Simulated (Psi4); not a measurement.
MP2, SCS-MP2 and SOS-MP2 from spin components

System: CH$_{8}$Si$_{2}$ (SMILES C[SiH2][SiH3]), singlet, geometry from GFN2-xTB. Level: MP2/cc-pVDZ (Psi4). Sums are taken with unrounded values, so a last digit can differ.

The Psi4 input:
```
memory 2 GB

molecule mol {
0 1
Si    1.468642    0.528057    0.075411
Si   -0.451468   -0.735164   -0.161107
C    -2.000194    0.324208    0.148495
H     2.683665   -0.272308   -0.097516
H     1.555907    1.621109   -0.898862
H     1.577239    1.158068    1.395639
H    -0.505769   -1.870123    0.774015
H    -0.586066   -1.321562   -1.504098
H    -2.059930    1.149461   -0.556089
H    -1.993382    0.748704    1.148851
H    -2.910935   -0.259090    0.046834
}

set {
  basis cc-pvdz
  reference rhf
  freeze_core true
}

energy('mp2')
print_variables()
```

It gave an SCF energy of -620.382854 Eh, a same-spin correlation energy of -0.063591 Eh and an opposite-spin one of -0.293998 Eh.

**Question.** Work out the MP2, SCS-MP2 (6/5 and 1/3) and SOS-MP2 (1.3 and 0) correlation and total energies.

**Answer.** MP2: -0.293998 + (-0.063591) = -0.357589 Eh, total -620.740443 Eh, as the program printed. SCS-MP2: 1.2 × (-0.293998) + (-0.063591)/3 = -0.373994 Eh, total -620.756849 Eh. SOS-MP2: 1.3 × (-0.293998) = -0.382197 Eh, total -620.765051 Eh. Opposite spins carry 82 % of the MP2 correlation; same-spin pairs are already kept apart by exchange.
